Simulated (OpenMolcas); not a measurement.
Ionisation energies of neodymium

| Quantity | Value |
| --- | --- |
| Program | OpenMolcas 26.06 |
| Basis | ANO-R2 [8s7p4d3f1g] |
| Scalar Hamiltonian | X2C, finite nucleus |
| Spin-orbit coupling | RASSI with atomic mean-field integrals over the reference wave functions, term energies averaged over their components |

Active shells in each charge state: the valence f shell, with orbitals averaged over the low states. Where CASPT2's correlated closed shells are named, they are those of the first ion.

A. CASSCF
B. SS-CASPT2, IPEA 0.25 Eh, imaginary shift 0.1 Eh (closed shells correlated: 5s 5p)
C. SS-CASPT2, IPEA 0 Eh, imaginary shift 0.1 Eh (closed shells correlated: 5s 5p)
D. SS-CASPT2, IPEA 0.25 Eh, imaginary shift 0.1 Eh (closed shells correlated: 4d 5s 5p)

Energies in eV between the lowest computed levels, named as in B; reference values from the NIST Atomic Spectra Database with their kind.

```csv
From,To,A,B,C,D,Spin-orbit share in B,Reference
Nd2+ 4f4 5I4,Nd3+ 4f3 4I* 9/2,19.751,21.771,21.995,21.781,-0.051,22.090 (semi-empirical)
Nd3+ 4f3 4I* 9/2,Nd4+ 4f2 3H4,39.013,40.103,40.174,39.863,+0.034,40.600 (semi-empirical)
```

The lowest level within the active space need not be the ion's true ground level.

* marks odd parity.
